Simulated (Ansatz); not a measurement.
C5HF6O2− (`O=C([CH-]C(=O)C(F)(F)F)C(F)(F)F`), 14 atoms. The species carries charge -1 and has multiplicity 1. All runs use 6 threads of an AMD EPYC 7R13 on a shared host and a share of an NVIDIA H100 80 GB. Correlated methods freeze the cores.

How many basis functions does each run have, and how long does it take in Ansatz? RKS HSE06 (plane-wave form)-D4/def2-TZVPPD energy; RKS PBE0-D4/def2-SVPD energy; RKS SPW92 (LDA)/def2-TZVPPD energy; RKS PBE0-D4/def2-QZVPPD energy; RKS ωB97M-V/def2-SVPD energy; RKS B2PLYP (frozen core)/def2-TZVPPD energy; RHF-CCSD(T)/def2-TZVPPD energy; RKS BLYP-D4/def2-TZVPPD energy; RKS PBE0-D4/def2-TZVPD relaxation (6 steps); RHF-CCSD(T)/def2-SVPD energy; RHF-MP2/def2-QZVPPD energy; RKS ωB97M-V/def2-QZVPPD energy. (Estimate.)

The calculation gave: Other jobs shared the machine, so times are rough.

```
                                     level                   job  functions  wall time  peak host memory (GiB)
                   RKS BLYP-D4/def2-TZVPPD                energy        522      2.1 s                     1.1
               RKS SPW92 (LDA)/def2-TZVPPD                energy        522      2.2 s                     1.1
                     RKS PBE0-D4/def2-SVPD                energy        292      2.8 s                    0.87
      RKS B2PLYP (frozen core)/def2-TZVPPD                energy        522        4 s                     3.5
RKS HSE06 (plane-wave form)-D4/def2-TZVPPD                energy        522      4.3 s                     1.1
                     RKS ωB97M-V/def2-SVPD                energy        292      4.7 s                    0.99
                   RKS PBE0-D4/def2-QZVPPD                energy        876      7.5 s                     1.5
                       RHF-MP2/def2-QZVPPD                energy        876       11 s                     1.6
                   RKS ωB97M-V/def2-QZVPPD                energy        876       12 s                     1.6
                     RHF-CCSD(T)/def2-SVPD                energy        292       12 s                     1.8
                    RKS PBE0-D4/def2-TZVPD  relaxation (6 steps)        514       14 s                     1.3
                   RHF-CCSD(T)/def2-TZVPPD                energy        522      2 min                     6.9
```
